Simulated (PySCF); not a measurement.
Au, charge +1, singlet (core potentials on Au); BLYP/def2-SV(P) (PySCF).

The PySCF input:
```python
from pyscf import gto, scf, dft

mol = gto.Mole()
mol.atom = '''
    Au    0.00000000    0.00000000    0.00000000
'''
mol.basis = 'def2-sv(p)'
mol.ecp = {'Au': 'def2-sv(p)'}
mol.charge = 1
mol.verbose = 3
mol.build()

mf = dft.RKS(mol)
mf.xc = 'blyp'
mf.grids.prune = dft.gen_grid.sg1_prune
mf.kernel()
mf.analyze()
```

Write the output that PySCF gives for this input, abridged.


```
Traceback (most recent call last):
  File "input.py", line 16, in <module>
  File "<string>", line 2, in kernel
  File "site-packages/pyscf/scf/hf.py", line 2099, in scf
  File "site-packages/pyscf/scf/hf.py", line 132, in kernel
  File "site-packages/pyscf/dft/rks.py", line 70, in get_veff
  File "site-packages/pyscf/dft/rks.py", line 506, in initialize_grids
  File "site-packages/pyscf/dft/gen_grid.py", line 653, in build
  File "<string>", line 6, in gen_atomic_grids
  File "site-packages/pyscf/dft/gen_grid.py", line 318, in gen_atomic_grids
  File "site-packages/pyscf/dft/gen_grid.py", line 81, in sg1_prune
IndexError: index 79 is out of bounds for axis 0 with size 19
```

The program stopped with an error.
